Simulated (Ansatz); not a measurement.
A short molecular-dynamics run on Ta₂N₂ (the lowest singlet isomer of a short search).

```yaml
crystal:
  periodic: [false, false, false]
  atoms:
    - {symbol: Ta, position_ang: [1.352859, 0.013257, -0.058950]}
    - {symbol: Ta, position_ang: [-1.352814, -0.013334, 0.059941]}
    - {symbol: N, position_ang: [-0.008548, 1.277373, 0.092082]}
    - {symbol: N, position_ang: [0.008503, -1.277306, -0.093083]}
basis:
  gaussian: {orbitals: def2-SVP}
hamiltonian: {xc: {name: r2SCAN}}
md: {timestep: 2 fs, n_steps: 15, ensemble: nvt_langevin, temperature: 300, initial_velocities: maxwell_boltzmann, friction: 0.01, seed: 935}
scf: {omitted_lower_state_checks: [starts]}
```

```sh
$ ansatz run in.yaml --threads 4 --pin off --events-out ev --progress --plain --max-ram 3916MiB
```

| step | time (fs) | potential energy (eV) | kinetic (eV) | T (K) |
| --- | --- | --- | --- | --- |
| 0 | 0.0 | -6078.8001 | 0.1163 | 225 |
| 1 | 2.0 | -6078.7916 | 0.1435 | 278 |
| 2 | 4.0 | -6078.7678 | 0.1282 | 248 |
| 3 | 6.0 | -6078.7357 | 0.1035 | 200 |
| 4 | 8.0 | -6078.7062 | 0.0805 | 156 |
| 5 | 10.0 | -6078.6939 | 0.0779 | 151 |
| 6 | 12.0 | -6078.7029 | 0.0848 | 164 |
| 7 | 14.0 | -6078.7253 | 0.0980 | 190 |
| 8 | 16.0 | -6078.7538 | 0.1417 | 274 |
| 9 | 18.0 | -6078.7794 | 0.1672 | 323 |
| 10 | 20.0 | -6078.7913 | 0.1617 | 313 |
| 11 | 22.0 | -6078.7861 | 0.1191 | 230 |
| 12 | 24.0 | -6078.7714 | 0.0701 | 136 |
| 13 | 26.0 | -6078.7583 | 0.0452 | 87 |
| 14 | 28.0 | -6078.7533 | 0.0490 | 95 |
| 15 | 30.0 | -6078.7551 | 0.0440 | 85 |

Velocities are drawn at the set temperature; a run this short doesn't reach equilibrium. Under Langevin dynamics the printed temperature counts 3N degrees of freedom, so it starts below the set value.

In the def2 sets Ta takes a core potential; there is no spin–orbit coupling. The restricted singlet is unstable towards broken spin symmetry at other levels; at RKS r2SCAN/def2-SVP this wasn't settled.

Frames (Å, forces in eV/Å):

```xyz
4
time=0.0 fs
Ta    1.353    0.013   -0.059    0.161    0.002   -0.008
Ta   -1.353   -0.013    0.060   -0.161   -0.002    0.006
N    -0.009    1.277    0.092    0.001    0.001    0.001
N     0.009   -1.277   -0.093   -0.001   -0.001    0.001
4
time=2.0 fs
Ta    1.352    0.011   -0.059    0.236    0.567    0.030
Ta   -1.351   -0.013    0.061   -0.357    0.305    0.036
N    -0.016    1.287    0.100    0.195   -0.272   -0.025
N     0.013   -1.260   -0.102   -0.074   -0.600   -0.041
4
time=4.0 fs
Ta    1.353    0.008   -0.060    0.317    1.116    0.074
Ta   -1.350   -0.013    0.062   -0.545    0.623    0.071
N    -0.023    1.297    0.108    0.368   -0.555   -0.053
N     0.016   -1.243   -0.113   -0.140   -1.184   -0.092
4
time=6.0 fs
Ta    1.353    0.005   -0.060    0.347    1.587    0.117
Ta   -1.349   -0.013    0.064   -0.661    0.923    0.104
N    -0.028    1.308    0.113    0.502   -0.887   -0.081
N     0.017   -1.230   -0.124   -0.189   -1.623   -0.139
4
time=8.0 fs
Ta    1.353    0.002   -0.061    0.333    1.916    0.151
Ta   -1.349   -0.013    0.065   -0.754    1.109    0.128
N    -0.034    1.317    0.117    0.633   -1.156   -0.104
N     0.017   -1.222   -0.136   -0.212   -1.869   -0.175
4
time=10.0 fs
Ta    1.353   -0.001   -0.061    0.271    2.031    0.171
Ta   -1.348   -0.012    0.067   -0.808    1.120    0.134
N    -0.038    1.321    0.121    0.749   -1.299   -0.118
N     0.017   -1.221   -0.149   -0.212   -1.853   -0.187
4
time=12.0 fs
Ta    1.353   -0.003   -0.061    0.158    1.932    0.169
Ta   -1.348   -0.011    0.070   -0.748    0.987    0.118
N    -0.038    1.321    0.125    0.796   -1.351   -0.122
N     0.015   -1.227   -0.164   -0.206   -1.568   -0.165
4
time=14.0 fs
Ta    1.354   -0.004   -0.060    0.006    1.659    0.146
Ta   -1.347   -0.010    0.072   -0.629    0.772    0.085
N    -0.035    1.317    0.129    0.784   -1.309   -0.116
N     0.013   -1.237   -0.180   -0.161   -1.122   -0.115
4
time=16.0 fs
Ta    1.355   -0.005   -0.060   -0.109    1.259    0.103
Ta   -1.347   -0.008    0.073   -0.453    0.471    0.034
N    -0.028    1.307    0.135    0.702   -1.107   -0.093
N     0.010   -1.249   -0.196   -0.139   -0.624   -0.044
4
time=18.0 fs
Ta    1.356   -0.005   -0.059   -0.102    0.770    0.039
Ta   -1.348   -0.008    0.074   -0.204    0.130   -0.034
N    -0.016    1.292    0.141    0.494   -0.751   -0.046
N     0.009   -1.261   -0.212   -0.189   -0.149    0.040
4
time=20.0 fs
Ta    1.358   -0.005   -0.058   -0.015    0.217   -0.040
Ta   -1.348   -0.007    0.075    0.058   -0.207   -0.107
N    -0.001    1.275    0.146    0.205   -0.317    0.017
N     0.008   -1.274   -0.225   -0.248    0.306    0.130
4
time=22.0 fs
Ta    1.359   -0.005   -0.058    0.118   -0.312   -0.124
Ta   -1.348   -0.006    0.076    0.292   -0.486   -0.174
N     0.013    1.261    0.150   -0.113    0.095    0.083
N     0.006   -1.286   -0.237   -0.297    0.704    0.216
4
time=24.0 fs
Ta    1.361   -0.005   -0.057    0.278   -0.733   -0.196
Ta   -1.348   -0.005    0.077    0.468   -0.678   -0.225
N     0.025    1.249    0.155   -0.405    0.430    0.140
N     0.005   -1.293   -0.247   -0.341    0.980    0.281
4
time=26.0 fs
Ta    1.363   -0.006   -0.057    0.337   -1.001   -0.244
Ta   -1.347   -0.004    0.077    0.566   -0.774   -0.253
N     0.034    1.243    0.159   -0.577    0.608    0.174
N     0.002   -1.298   -0.254   -0.326    1.167    0.324
4
time=28.0 fs
Ta    1.365   -0.007   -0.058    0.256   -1.119   -0.267
Ta   -1.347   -0.003    0.079    0.607   -0.774   -0.260
N     0.039    1.241    0.165   -0.622    0.633    0.182
N    -0.002   -1.300   -0.260   -0.241    1.260    0.345
4
time=30.0 fs
Ta    1.367   -0.010   -0.058    0.118   -1.135   -0.272
Ta   -1.347   -0.002    0.080    0.580   -0.733   -0.254
N     0.042    1.239    0.171   -0.573    0.621    0.183
N    -0.008   -1.299   -0.264   -0.126    1.246    0.343
```

Hardware: 4 threads of Arm Neoverse V2 on a shared host. Wall time 37 s.
